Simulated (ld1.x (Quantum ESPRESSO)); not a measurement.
Ca (Z = 20): what ld1.x (Quantum ESPRESSO) 7.5 does with a changed input

Command:

```bash
ld1.x < Ca.in > Ca.out
```

Input:

```
&input
   title='Ca', zed=20., rel=2, dft='PBE', iswitch=3, rmax=10.0,
   config='[Ar] 3d0 4s2 4p0', rel_dist='average',
   nld=5, rlderiv=2.05, eminld=-5.0, emaxld=5.0, deld=0.02
 /
 &inputp
   pseudotype=2, tm=.true., lloc=0,
   nlcc=.false.,
   file_pseudopw='Ca.UPF', file_wfcaegen='ae.wfc', file_wfcncgen='nc.wfc', file_beta='beta', file_chi='chi'
 /
3
3P  2  1   6.00   0.00  1.25  1.25  0.0
3D  3  2   0.00   0.00  1.90  1.90  0.0
3S  1  0   2.00   0.00  1.05  1.05  0.0
 &test
   configts(1)='3s2 3p6 3d0 4s2 4p0'
 /
```

Output (end):

```

     Wfc 3P LC norm =  0.99986210 SC norm =  0.00013754 missing  0.00000035

     Wfc 3P LC norm =  0.99986347 SC norm =  0.00013476 missing  0.00000177

     Wfc 3D LC norm =  0.99994683 SC norm =  0.00005268 missing  0.00000049

     Wfc 3D LC norm =  0.99994713 SC norm =  0.00004577 missing  0.00000709

      Wfc   3P  rcut= 1.258  Using Troullier-Martins method

      Wfc   3P  rcut= 1.258  Using Troullier-Martins method

      Wfc   3D  rcut= 1.924  Using Troullier-Martins method

      Wfc   3D  rcut= 1.924  Using Troullier-Martins method

       Warning: n=2, l=0 expected 1 nodes, found 0
       Setting wfc to zero for this iteration
       (This warning will only be printed once per wavefunction)

     ------------------- End of pseudopotential generation -------------------

 classical turning point too close to mesh           3           2           2
 classical turning point too close to mesh           3           2          -3
 classical turning point too close to mesh           4           0          -1
 classical turning point too close to mesh           4           1           1
 classical turning point too close to mesh           4           1          -2
 classical turning point too close to mesh           3           2           2
 classical turning point too close to mesh           3           2          -3
 classical turning point too close to mesh           4           0          -1
 classical turning point too close to mesh           4           1           1
 classical turning point too close to mesh           4           1          -2
     Computing logarithmic derivative in   2.06068

       Warning: n=1, l=0 expected 0 nodes, found 1
       Setting wfc to zero for this iteration
       (This warning will only be printed once per wavefunction)

 %%%%%%%%%%%%%%%%%%%%%%%%%%%%%%%%%%%%%%%%%%%%%%%%%%%%%%%%%%%%%%%%%%%%%%%%%%%%%%
     Error in routine run_pseudo (1):
     Errors in PS-KS equation
 %%%%%%%%%%%%%%%%%%%%%%%%%%%%%%%%%%%%%%%%%%%%%%%%%%%%%%%%%%%%%%%%%%%%%%%%%%%%%%

     stopping ...
```

Q: This input was made by a single change from one that runs to its end. What was changed?

A: The change: mesh end rmax=10.0. The program stops in the test that follows the generation: "run_pseudo: Errors in PS-KS equation".
